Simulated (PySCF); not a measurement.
Method: B3LYP-D3(BJ)/def2-TZVP // BP86-D3(BJ)/def2-SVP (PySCF). Isolated molecules, 0 K electronic values unless said otherwise. One relaxed conformer stands for a flexible species; it need not be the lowest. B3LYP has the VWN-RPA correlation part, as in Gaussian. 

Reference species: [Ti(OH)4] (neutral, multiplicity 1).

| Quantity | Result |
|---|---|
| mean distance from the central atom to its bonded neighbours | 1.810 Å |
| charge on the central atom (Mulliken) | 1.49 e |
| LUMO | -1.59 eV |
| coordination number | 4 |

Changed species: [W(=O)2(OH)2] (M = W, dioxo; the reference has M = Ti).

**Question.** Predict the effect on the mean distance from the central atom to its bonded neighbours, charge on the central atom (Mulliken), LUMO and coordination number.

**Answer.** the mean distance from the central atom to its bonded neighbours increases by 0.003 Å, to 1.813 Å; the charge on the central atom (Mulliken) goes up by 0.09 e, to 1.58 e; the LUMO drops by 0.62 eV, to -2.21 eV; the coordination number is nearly the same.
